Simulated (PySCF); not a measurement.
GdO: frontier orbitals

UHF at R = 1.791 Å; PySCF, spin-free X2C with a Gaussian nucleus, basis sets Gd x2c-SVPall, O x2c-SVPall. State: nonet, about 7.1 electrons in the 4f shell (Mulliken). Only the outer orbitals are listed, counted within each symmetry.

```json
{"spin": "α", "orbital": "8π", "occ.": "1", "ε (eV)": "-10.60", "on Gd (%)": "26", "main shells (%)": "74 O p, 21 Gd d"}
{"spin": "α", "orbital": "8π", "occ.": "1", "ε (eV)": "-10.60", "on Gd (%)": "26", "main shells (%)": "74 O p, 21 Gd d"}
{"spin": "α", "orbital": "15σ", "occ.": "1", "ε (eV)": "-10.41", "on Gd (%)": "30", "main shells (%)": "67 O p, 24 Gd d"}
{"spin": "α", "orbital": "16σ", "occ.": "1", "ε (eV)": "-5.86", "on Gd (%)": "100", "main shells (%)": "83 Gd s, 13 Gd p"}
{"spin": "α", "orbital": "9π", "occ.": "0", "ε (eV)": "1.04", "on Gd (%)": "100", "main shells (%)": "77 Gd p, 23 Gd d"}
{"spin": "α", "orbital": "9π", "occ.": "0", "ε (eV)": "1.04", "on Gd (%)": "100", "main shells (%)": "77 Gd p, 23 Gd d"}
{"spin": "α", "orbital": "4δ", "occ.": "0", "ε (eV)": "1.63", "on Gd (%)": "100", "main shells (%)": "100 Gd d"}
{"spin": "β", "orbital": "7π", "occ.": "1", "ε (eV)": "-11.71", "on Gd (%)": "17", "main shells (%)": "83 O p, 12 Gd d"}
{"spin": "β", "orbital": "7π", "occ.": "1", "ε (eV)": "-11.71", "on Gd (%)": "17", "main shells (%)": "83 O p, 12 Gd d"}
{"spin": "β", "orbital": "14σ", "occ.": "1", "ε (eV)": "-11.22", "on Gd (%)": "24", "main shells (%)": "74 O p, 14 Gd d"}
{"spin": "β", "orbital": "15σ", "occ.": "0", "ε (eV)": "0.11", "on Gd (%)": "99", "main shells (%)": "88 Gd s"}
{"spin": "β", "orbital": "3δ", "occ.": "0", "ε (eV)": "2.62", "on Gd (%)": "100", "main shells (%)": "100 Gd d"}
{"spin": "β", "orbital": "3δ", "occ.": "0", "ε (eV)": "2.62", "on Gd (%)": "100", "main shells (%)": "100 Gd d"}
```

Problem. Which are the highest filled and the lowest empty level, where do they sit, and how wide is the gap?

Solution. Highest filled α 16σ at -5.86 eV (in %: 83 Gd s, 13 Gd p); lowest empty β 15σ at 0.11 eV (in %: 88 Gd s); the gap at UHF is 5.97 eV. An empty level above zero is unbound, and its energy depends on the basis.

| Item | Value |
| --- | --- |
| bond order (Mayer) | 2.13 |
| ⟨S²⟩ | 20.046 |
| charge on Gd (Mulliken, basis-dependent) | 0.56 |
| charge on Gd (Löwdin, basis-dependent) | 0.28 |
| dipole moment (positive dipole means Gd(−)O(+)) | -4.94 D |

Spin–orbit coupling is left out. The state is the lowest single determinant that the PBE0 search found; with open d or f shells the true ground state can be another one.
